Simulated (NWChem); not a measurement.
# CH$_{2}$F$_{3}$In; SMILES F[C](F)(F)[InH2]

```xyz
7

In    -0.0030    -1.0207    -0.0034
C     -0.0053     1.2073    -0.0054
F     -1.2105     1.7474    -0.2498
F      0.8360     1.7201    -0.9214
F      0.3926     1.6839     1.1915
H      1.5473    -1.7760     0.0076
H     -1.5338    -1.8157     0.0067
```
Atoms are numbered in this order, from 1.

Program: NWChem. The geometry was optimised at PBE0/def2-SVP. def2 effective core potentials on In; no spin-orbit coupling.

### Question
What does the run give for B3LYP/def2-SVP? Quantities: highest occupied level (eV); orbital gap (eV); dipole (D).

### Answer
```yaml
highest occupied level (eV): -7.74
orbital gap (eV): 5.24
dipole (D): 2.24
```
